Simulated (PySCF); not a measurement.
# [MnCl4]2-: what the settings change

[MnCl4]2- holds Mn(II), d5, at total charge -2. The structure is a PBE0-D3(BJ)/def2-TZVP, IEF-PCM water geometry optimised for multiplicity 6; coordination tetrahedral, point group Td, metal–donor distances 2.37 Å.

```
5

Mn    0.000    0.000    0.000
Cl    1.368    1.368    1.368
Cl    1.368   -1.368   -1.368
Cl   -1.368   -1.368    1.368
Cl   -1.368    1.368   -1.368
```

Method (PySCF 2.14, density fitting): CASSCF(5,5) with orbitals averaged over all microstates of the shell, strongly contracted NEVPT2 on the averaged canonical orbitals; basis x2c-TZVPall on the metal, x2c-SVPall elsewhere; spin-free X2C; IEF-PCM water; spin-orbit coupling by state interaction with the mean-field operator over all roots.

Base run: NEVPT2 ground state 6A1, next 4T1 at 25464, then 4T2 at 26720 cm⁻¹, 10Dq(CASSCF) 2647, B(CASSCF) 1036, ζ 298 cm⁻¹, g 2.002 2.002 2.002, μeff(300 K) 5.92 μB.

**Question.** What happens with the basis x2c-TZVPall on all atoms?

**Answer.** NEVPT2 ground state 6A1, next 4T1 at 25343, then 4T2 at 26604 cm⁻¹, 10Dq(CASSCF) 2669, B(CASSCF) 1035, ζ 298 cm⁻¹, g 2.002 2.002 2.002, μeff(300 K) 5.92 μB. It took 27 s against 18 s on a shared host of the same kind.

**Question.** What happens with orbitals averaged over the highest spin alone?

**Answer.** NEVPT2 ground state 6A1, next 4T1 at 25991, then 4T2 at 27124 cm⁻¹, 10Dq(CASSCF) 2578, B(CASSCF) 1081, ζ 311 cm⁻¹, g 2.002 2.002 2.002, μeff(300 K) 5.92 μB.
